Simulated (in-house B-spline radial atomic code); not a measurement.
Radial electron density of the caesium ion Cs³¹⁺, [Ar] 3d6. Computed with an all-electron radial atomic-structure program (B-spline basis): Dirac-Hartree-Fock, average of configuration, Fermi nucleus of rms radius 4.8041 fm.

Columns: r (bohr), 4πr²n(r) (electrons per bohr), bar.

```
0.000999     2.26 #
 0.00118    3.007 #
  0.0014    4.015 ##
 0.00166    5.331 ###
 0.00196    6.994 ###
 0.00232    9.156 ####
 0.00274    11.86 ######
 0.00325    15.33 #######
 0.00384     19.5 #########
 0.00455    24.61 ############
 0.00538    30.54 ###############
 0.00637    37.34 ##################
 0.00754    44.76 ######################
 0.00892     52.4 #########################
  0.0106    59.94 #############################
  0.0125    66.14 ################################
  0.0148     70.7 ##################################
  0.0175    72.78 ###################################
  0.0207     72.2 ###################################
  0.0245     69.4 ##################################
   0.029    65.74 ################################
  0.0343    63.34 ###############################
  0.0406    64.32 ###############################
  0.0481    69.82 ##################################
  0.0569    78.62 ######################################
  0.0674    87.18 ##########################################
  0.0797    90.48 ############################################
  0.0943    85.42 ##########################################
   0.112    72.95 ###################################
   0.132    60.17 #############################
   0.156    53.39 ##########################
   0.185    55.25 ###########################
   0.219     60.2 #############################
   0.259    59.16 #############################
   0.307    47.64 #######################
   0.363    30.14 ###############
    0.43    14.28 #######
   0.508    4.975 ##
   0.602     1.17 #
   0.712   0.1821 
   0.843  0.01699 
   0.997 0.0009001
```

On this grid the curve has 3 maxima, near 0.0175, 0.0797, 0.219 bohr.

The 3d3/2 radial function P(r) = rR(r), positive near the nucleus, with its small component Q(r) (sign convention: Q ≈ (P' + κP/r)/2c):

| r (bohr) | P | Q |
| --- | --- | --- |
| 0.00754 | 0.003141 | 0.005936 |
| 0.0106 | 0.007688 | 0.01083 |
| 0.0148 | 0.01836 | 0.01905 |
| 0.0207 | 0.04331 | 0.03247 |
| 0.029 | 0.09945 | 0.05285 |
| 0.0406 | 0.2175 | 0.08046 |
| 0.0569 | 0.4452 | 0.112 |
| 0.0797 | 0.8281 | 0.1375 |
| 0.112 | 1.361 | 0.1421 |
| 0.156 | 1.867 | 0.1153 |
| 0.219 | 2.051 | 0.06355 |
| 0.307 | 1.654 | 0.01593 |
| 0.43 | 0.8807 | -0.004728 |
| 0.602 | 0.2634 | -0.004245 |
| 0.843 | 0.03486 | -0.0008333 |
